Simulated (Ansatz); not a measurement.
Geometry optimisation, Ansatz 0.2.0, RKS revPBE-D4/def2-SVP.

input.yaml

```yaml
crystal:
  periodic: [false, false, false]
  atoms:
    - { symbol: B, position_ang: [-0.073691, -0.605539, -0.580789] }
    - { symbol: C, position_ang: [-0.023536, -0.171161, 2.205557] }
    - { symbol: H, position_ang: [-1.115311, 0.001195, 2.195721] }
    - { symbol: H, position_ang: [0.328404, -0.219902, 3.2553] }
    - { symbol: H, position_ang: [0.485139, 0.663287, 1.693562] }
    - { symbol: Cl, position_ang: [1.396111, 0.357385, -0.951659] }
    - { symbol: "N", position_ang: [-1.333805, 0.029464, -0.660567] }
    - { symbol: H, position_ang: [-2.217663, -0.425463, -0.437264] }
    - { symbol: H, position_ang: [-1.415991, 1.030714, -0.826019] }
    - { symbol: O, position_ang: [0.132477, -1.964054, -0.352012] }
    - { symbol: H, position_ang: [-0.702164, -2.439047, -0.195702] }
    - { symbol: H, position_ang: [0.215031, -1.12328, 1.695573] }
basis:
  gaussian: { orbitals: def2-SVP }
hamiltonian:
  xc: revpbe
  dispersion: d4
relax:
  f_tol: 0.03
  max_steps: 50
output:
  orbitals: {}
```

Command:

```bash
$ ansatz run input.yaml --threads 4 --pin off --max-ram 5120MiB --backend cpu --events-out ev --progress --plain --runs-dir out
```

Task: Where does it end, and by what steps?

Result: The forces met the threshold. The force dipped under the threshold on the way, but the program's further checks kept it going. After 15 steps the energy has fallen by 0.176 eV; H5 moved furthest, 0.55 Å.

```
step  energy less start (eV)  largest force component (eV/Å)  accepted
   0                  0.0000                           0.578       yes
   1                 -0.1088                           0.556       yes
   2                 -0.1621                           0.284       yes
   3                 -0.1690                           0.176       yes
   4                 -0.1714                           0.154       yes
   5                 -0.1728                           0.123       yes
   6                 -0.1739                           0.091       yes
   7                 -0.1748                           0.092       yes
   8                 -0.1754                           0.077       yes
   9                 -0.1758                           0.049       yes
  10                 -0.1756                           0.086        no
  11                 -0.1743                           0.224        no
  12                 -0.1760                           0.013       yes
  13                 -0.1762                           0.016       yes
  14                 -0.1762                           0.051       yes
  15                 -0.1764                           0.013       yes
```

```xyz
12
Properties=species:S:1:pos:R:3
B -0.146 -0.607 -0.839
C 0.079 -0.152 2.526
H -0.913 0.211 2.195
H 0.162 -0.074 3.628
H 0.864 0.457 2.041
Cl 1.277 0.440 -1.163
N -1.432 -0.014 -0.854
H -2.300 -0.519 -0.676
H -1.561 0.979 -1.036
O 0.121 -1.933 -0.590
H -0.682 -2.449 -0.403
H 0.206 -1.205 2.211
```

Whether the end is a true minimum wasn't checked by a vibrational analysis.

Time of the run: 21 s on 4 threads of Arm Neoverse V1, on a shared host, peak memory 0.18 GiB.
